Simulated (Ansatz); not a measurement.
Job for Ansatz (an electronic-structure program): R-CCSD(T)/aug-cc-pVTZ on BrHSe (SMILES [SeH]Br), atoms moved off the minimum. The run froze 28 orbitals, filled d shells among them.

Ansatz 0.2 input:
```yaml
crystal:
  periodic: [false, false, false]
  atoms:
    - {symbol: Se, position_ang: [-0.61504868, -0.54238200, 0.70646667]}
    - {symbol: H, position_ang: [-1.48309676, -0.93803421, -0.38664294]}
    - {symbol: Br, position_ang: [0.56642798, 0.53788312, -0.76054536]}
basis:
  gaussian:
    orbitals: aug-cc-pVTZ
magnetization: {spin_polarized: false}
correlation: {method: ccsd_t, electrons: outside_noble_gas}
scf: {lower_state_search: off}
output: {forces: true}
```

Question: Predict the final total energy.

Answer: -4973.2965 hartree (reference determinant -4972.9277, T1 diagnostic 0.010).

Question: How many basis functions does it have, and what does it roughly cost on one machine?

Answer: 141 functions; roughly 70 core-seconds.
